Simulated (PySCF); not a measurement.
**[La(H2O)3]3+ at several levels of theory**

Computed with PySCF 2.14.0 (density fitting, no spin-orbit coupling) at the geometry relaxed with B3LYP:

```xyz
10
[La(H2O)3]3+ (singlet)
La    0.0000    0.0000    0.0000
O     2.4198    0.0000    0.0000
H     3.0362    0.7694    0.0714
H     3.0362   -0.7694   -0.0714
O    -1.2099    2.0956    0.0000
H    -2.1844    2.2447    0.0714
H    -0.8518    3.0141   -0.0714
O    -1.2099   -2.0956    0.0000
H    -0.8518   -3.0141    0.0714
H    -2.1844   -2.2447   -0.0714
```

| level | basis | state | HOMO (eV) | gap (eV) | charge on La1 (e) | population of f-type functions on La1 (core shells left out) | dipole about the centre of mass (D) | largest force component (eV/Å) |
| --- | --- | --- | --- | --- | --- | --- | --- | --- |
| B3LYP | La def2-SVP with ECP46, O def2-SVP, H def2-SVP | singlet | -24.12 | 7.42 | 2.00 | 0.10 | 0.00 | 0.00 |
| TPSS | the same | singlet | -22.70 | 5.75 | 1.96 | 0.10 | 0.00 | 0.35 |
| wB97X | the same | singlet | -26.99 | 12.97 | 2.07 | 0.10 | 0.00 | 0.20 |
| M06-L | the same | singlet | -23.00 | 6.42 | 2.10 | 0.09 | 0.00 | 0.18 |
| B3LYP | La def2-TZVP with ECP46, O def2-TZVP, H def2-TZVP | singlet | -24.22 | 7.52 | 2.22 | 0.09 | 0.00 | 0.41 |
| B3LYP | La x2c-SVPall, O x2c-SVPall, H x2c-SVPall | singlet | -24.19 | 7.35 | 2.02 | 0.11 | 0.00 | 0.35 |

Charges are Mulliken's, which hang on the basis. The relaxation used the grid (50, 194), these runs (75, 302) or, all-electron (x2c bases, spin-free X2C Hamiltonian), (99, 590).

What does PBE with La def2-SVP with ECP46, O def2-SVP, H def2-SVP give here?

state singlet, HOMO (eV) -22.61, gap (eV) 5.42, charge on La1 (e) 1.90, population of f-type functions on La1 (core shells left out) 0.10, dipole about the centre of mass (D) 0.00, largest force component (eV/Å) 0.46. Time: 6.6 s on 2 threads of Arm Neoverse V1, on a shared host, from an already converged density.

In the first row's basis the gap widens with exact exchange: 5.4 to 6.4 eV for PBE, TPSS, M06-L (none); 7.4 eV for B3LYP (a fixed share); 13.0 eV for wB97X (rising or full at long range).

A frequency check found unstable modes (1, the lowest at -20 cm⁻¹), so the relaxed geometry is a saddle point, or these are noise.
